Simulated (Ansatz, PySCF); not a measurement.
F₂H₄SSi₂, SMILES F[SiH2]S[SiH2]F. Atoms are numbered in the order given.

```xyz
9

Si    -1.7846    -0.0741     0.1015
F     -2.2558     0.6698     1.4696
S     -0.1057     0.9374    -0.7645
Si     1.4427     0.0443     0.4171
F      1.8421    -1.4169    -0.1767
H     -1.4217    -1.4631     0.4616
H     -2.8876     0.0085    -0.8778
H      0.9804    -0.1613     1.8080
H      2.6221     0.9283     0.3162
```
Charge 0, spin multiplicity 1.

Geometry: TPSSh-D3(BJ)/def2-SVP. One conformer was computed; it need not be the lowest.

Two levels are set side by side: PBE-D3(BJ)/def2-SVP (Ansatz, a quantum-chemistry and plane-wave program) and TPSSh-D3(BJ)/def2-SVP (PySCF). Each level has its own optimised geometry; the coordinates shown are those of the second. Frequencies come from the Hessian of PySCF at each geometry. Differences are taken from unrounded values.

| quantity | TPSSh-D3(BJ) | PBE-D3(BJ) | PBE-D3(BJ) minus TPSSh-D3(BJ) |
|---|---|---|---|
| mean bond length (Å) | 1.682 | 1.695 | 0.014 |
| bond Si1–F2 (Å) | 1.627 | 1.637 | 0.010 |
| bond Si1–S3 (Å) | 2.143 | 2.152 | 0.009 |
| bond S3–Si4 (Å) | 2.143 | 2.152 | 0.009 |
| bond Si4–F5 (Å) | 1.627 | 1.637 | 0.010 |
| bond Si1–H6 (Å) | 1.480 | 1.498 | 0.017 |
| bond Si1–H7 (Å) | 1.477 | 1.495 | 0.017 |
| bond Si4–H8 (Å) | 1.480 | 1.498 | 0.017 |
| bond Si4–H9 (Å) | 1.477 | 1.495 | 0.017 |
| highest harmonic wavenumber (cm⁻¹) | 2321 | 2220 | -101 |
| mean harmonic wavenumber (cm⁻¹) | 913 | 876 | -36 |
| zero-point energy (kcal/mol) | 27.40 | 26.31 | -1.09 |

GGA bonds tend to be longer and softer than those of functionals with exact exchange. Differences between two approximate levels are no errors against the true value.
